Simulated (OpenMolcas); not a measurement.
## S3+: the spin-orbit constant, worked from levels

| Property | Result |
| --- | --- |
| Program | OpenMolcas |
| Basis | ANO-L-VQZP [6s5p3d2f] |
| Scalar Hamiltonian | non-relativistic, point nucleus |
| Active space | 3 electrons in 9 orbitals (RAS2 3s 3p; RAS3 3d, at most 2 electrons) |
| State averaging | 2S+1 = 4 odd, 1 root; 2S+1 = 2 odd, 11 roots; 2S+1 = 4 even, 3 roots; 2S+1 = 2 even, 9 roots |
| Spin-orbit coupling | state interaction with AMFI integrals over the reference wave functions, term energies averaged over their components |

Methods: RASSCF; MS-RASPT2, IPEA 0.25 Eh, imaginary shift 0.1 Eh (closed shells correlated: 2s 2p). Measured levels: NIST levels in Podobedova, Kelleher and Wiese, J. Phys. Chem. Ref. Data 38, 171 (2009).

**The spin-orbit constant.** For the Hund term ²P° of p1, E(J) = (A/2) J(J+1) + constant and ζ = 2S·A = A. From J = 1/2 to J = 3/2 the energy changes by 1.5 A.

| Source | E(3/2) - E(1/2) | A | ζ |
| --- | --- | --- | --- |
| RASSCF | 821.9 | 547.9 | 548 |
| MS-RASPT2 | 824.4 | 549.6 | 550 |
| measured | 951.4 | 634.3 | 634 |

All in cm-1. MS-RASPT2 is off by -13.3 % and RASSCF by -13.6 %. Both methods take the spin-orbit matrix elements from the reference wave functions, so the second can move ζ only through the term energies and any multistate remixing.

Active for correlation alone: 3d; no level in the range computed is led by a configuration that fills it, so any true level of that kind is missing. Measured partners are found by configuration, term and J. A level has none where our copy of the source lacks it or the pairing is in doubt (some pairs that miss far off the trend of their configuration count as doubtful), and it then counts in no deviation. Only configurations of the active space appear.

° marks odd parity.
